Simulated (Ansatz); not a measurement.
Ansatz (a first-principles code) input (B3LYP-D3(BJ)/def2-TZVP):

Ansatz 0.2 input:
```yaml
crystal:
  periodic: [false, false, false]
  atoms:
    - {symbol: W, position_ang: [0.15784094, -0.01549219, 0.03874171]}
    - {symbol: O, position_ang: [1.45046699, -0.50535160, -0.92755317]}
    - {symbol: O, position_ang: [0.65371379, 0.25012041, 1.62782575]}
    - {symbol: Br, position_ang: [-0.70388150, 2.01926826, -0.82330150]}
    - {symbol: Br, position_ang: [-1.47848783, -1.73207042, 0.04212772]}
basis:
  gaussian:
    orbitals: def2-TZVP
hamiltonian:
  xc: b3lyp
  dispersion: d3bj
total_charge: 1
magnetization: {spin_polarized: true, initial_magnetization: 1}
relax: {f_tol: 0.002, max_steps: 150}
```

End of the output:

```
1521 factors; their error is unknown
mean field: 2.33 GiB planned
mean field -146011.32012488 eV, -5365.8170445619 hartree, gradient 1.2e-5 eV, S^2 0.796600; 0 other end points of the search recorded, 0 dependent functions left out
the calculation of the forces begins
reference -146011.32037697 eV, -5365.8170538262 hartree; 50, 49 occupied and 148, 149 virtual orbitals, 1521 factors
relax step  14: F+E_penalty+E_count = -146011.69320322 eV  Δ(F+E_penalty+E_count) = -1.277e-6 eV  max|allowed force component| = 2.061e-3 eV/Å  Δτ_max = 0.0004 Å  (64 SCF iters, accepted)
these checks for a lower state are left out or cut short: starts, cluster_reference, orbital_swaps, neighbouring_geometries, increment
integrals: 0.16 GiB planned
1521 factors; their error is unknown
mean field: 2.33 GiB planned
mean field -146011.32012474 eV, -5365.8170445567 hartree, gradient 1.4e-5 eV, S^2 0.796606; 0 other end points of the search recorded, 0 dependent functions left out
the calculation of the forces begins
reference -146011.32037683 eV, -5365.8170538209 hartree; 50, 49 occupied and 148, 149 virtual orbitals, 1521 factors
relax step  15: F+E_penalty+E_count = -146011.69320337 eV  Δ(F+E_penalty+E_count) = -1.478e-7 eV  max|allowed force component| = 3.360e-5 eV/Å  Δτ_max = 0.0002 Å  (60 SCF iters, accepted)
integrals: 0.16 GiB planned
1521 factors; their error is unknown
mean field: 2.33 GiB planned
mean field evaluation 320: about -146011.3201 eV, gradient 1.2e-4 eV
mean field evaluation 352: about -146011.3201 eV, gradient 9.8e-5 eV
mean field evaluation 384: about -146010.8896 eV, gradient 8.5e-2 eV
mean field -146011.32012474 eV, -5365.8170445567 hartree, gradient 2.0e-5 eV, S^2 0.796606; 9 other end points of the search recorded, 0 dependent functions left out
the calculation of the forces begins
reference -146011.32037683 eV, -5365.8170538209 hartree; 50, 49 occupied and 148, 149 virtual orbitals, 1521 factors
Total energy: -146011.69345546 eV, -5365.8307642078 hartree
Atom 0 at     0.076431    -0.004356     0.012549 Å, force     0.000004     0.000027     0.000031 eV/Å
Atom 1 at     1.509507    -0.498481    -0.853100 Å, force     0.000016    -0.000016    -0.000007 eV/Å
Atom 2 at     0.746942     0.223940     1.608045 Å, force    -0.000007    -0.000018    -0.000015 eV/Å
Atom 3 at    -0.736428     2.041194    -0.839731 Å, force    -0.000010     0.000026    -0.000014 eV/Å
Atom 4 at    -1.516800    -1.745823     0.030078 Å, force    -0.000003    -0.000019     0.000005 eV/Å
Dipole moment:    -0.254009     0.032107    -0.088105 e Å
```

The spin state was set by rule; other spins were not relaxed.
